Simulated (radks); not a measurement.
Q: Neutral helium, [He]. Calculated with a radial shooting solver on a logarithmic mesh with Libxc functionals: non-relativistic Kohn-Sham, exchange-only B88, spin-polarised, spherical densities, point nucleus. Every spin shell is full or empty, so the densities are truly spherical. Functionals are evaluated on that one density, not self-consistently. Rank these orbital-free kinetic functionals by their error against the exact value of the orbitals, and give that value: Thomas-Fermi, von Weizsacker, TF + vW/5, LC94, APBEK, Perdew 92, Thakkar, PG1, Ernzerhof.

A: Exact: 2.86338 hartree. From best to worst, with 100 (|E| - |E exact|)/|E exact| (equal figures are ties): von Weizsacker 0.00, Perdew 92 -0.31, Thakkar -0.31, LC94 -0.63, APBEK -0.69, Ernzerhof +2.86, TF + vW/5 +8.56, Thomas-Fermi -11.44, PG1 +50.90.
